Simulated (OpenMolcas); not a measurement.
# Fe4+, Ru4+, Os4+: d⁴ down the group

```json
{"Program": "OpenMolcas", "Method": "MS-CASPT2, IPEA 0.25 Eh, imaginary shift 0.1 Eh", "Basis": "ANO-R2", "Scalar Hamiltonian": "X2C, finite nucleus", "Spin-orbit coupling": "state interaction with AMFI integrals over the reference wave functions, term energies averaged over their components"}
```

Active space for each ion: 4 electrons in 5 orbitals (d); closed shells correlated by CASPT2: Fe4+ 3s 3p; Ru4+ 4s 4p; Os4+ 5s 5p.

Computed levels in cm-1 above ⁵D₀:

```tsv
Level	Fe4+	Ru4+	Os4+
⁵D₁	147	487	4340
⁵D₂	432	1302	8180
⁵D₃	838	2320	11180
⁵D₄	1350	3470	13230
³P₀(1)	24290	16750	19060
³P₁(1)	25170	19170	25630
³H₄	25360	18190	21320
³H₅	25680	19350	26400
³H₆	26030	20320	28760
weight of ⁵D in the lowest level (%)	100	97	65
```

Mixed levels, with the weight of the term that names them: Os4+ ⁵D₀ (65 %), Os4+ ⁵D₄ (70 %), Os4+ ³P₀(1) (52 %), Os4+ ³H₄ (57 %).

Measured, with the error of the calculation in %. Measured levels: Fe4+ from Corliss and Sugar, J. Phys. Chem. Ref. Data 11, 135 (1982); Os4+ from the list in Palmeri et al., Atoms 14, 22 (2026).

```csv
Level,Fe4+,Os4+
⁵D₁,142 (+3.6),4311 (+0.6)
⁵D₂,417 (+3.4),8083 (+1.2)
⁵D₃,803 (+4.4),11018 (+1.4)
⁵D₄,1283 (+5.3),12966 (+2.0)
³P₀(1),24055 (+1.0),
³P₁(1),24973 (+0.8),24680 (+3.8)
³H₄,24932 (+1.7),20374 (+4.6)
³H₅,25226 (+1.8),25344 (+4.2)
³H₆,25528 (+2.0),27669 (+3.9)
```

The fine-structure level ⁵D₄ changes by a factor of 9.8 from Fe4+ to Os4+.

Without spin-orbit coupling ³P(1) lies 25060, 18360, 16250 cm-1 above ⁵D in that order; the difference to the level ³P₀(1), of either sign, comes from spin-orbit coupling, which also lowers the zero.

Term energies are means over components that CASPT2 splits; among the terms shown or strongly mixed into the levels shown the widest spread is 880 cm-1 (5d⁴ ¹I, Os4+). The CASPT2 spread within a term exceeds the gap to the next term for 3d⁴ ³H and 3d⁴ ³P(1), so the order of their levels is uncertain (figures for Fe4+; the like holds for Os4+). Computed and measured levels are paired by configuration, term and J; levels that our copy of the source lacks, or whose pairing is in doubt (as where it misses far off the trend of its configuration), stay unpaired and out of the deviations. Levels of configurations outside the active space are missing.

A number in round brackets counts repeated terms of one configuration in the order of the reference energies.
